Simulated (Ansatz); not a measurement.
Mulliken charges of ClF4HMoO, SMILES `[OH][Mo]([F])([F])([F])([F])[Cl]` from PBE/def2-TZVPP in Ansatz (PBE0-D4/def2-TZVP geometry).

```
atom   x (Å)   y (Å)   z (Å)  charge (e)
  O1  -0.700   0.624  -1.222      -0.329
 Mo2   0.209  -0.056   0.207       1.325
  F3  -1.319  -1.086   0.436      -0.294
  F4   0.798  -0.954   1.688      -0.258
  F5   0.985  -1.386  -0.786      -0.267
  F6  -0.445   1.211   1.359      -0.267
 Cl7   2.046   1.206  -0.097      -0.153
  H8  -1.574   0.442  -1.584       0.242
```

Q: By hand: the dipole of these point charges (1 e Å = 4.8032 D).

A: Σ q r = (-0.149, 0.255, -0.409) e Å, of length 0.504 e Å = 2.42 D.

Q: How does the dipole of the full density compare? (Estimate.)

A: Computed: (-0.268, 0.222, -0.447) e Å, 2.72 D; the point charges give 0.89 times that, at 12° from its direction.

Point charges leave out the atoms' own dipoles, such as those of lone pairs, and Mulliken's split depends on the basis, so the close match here is no proof of good charges.
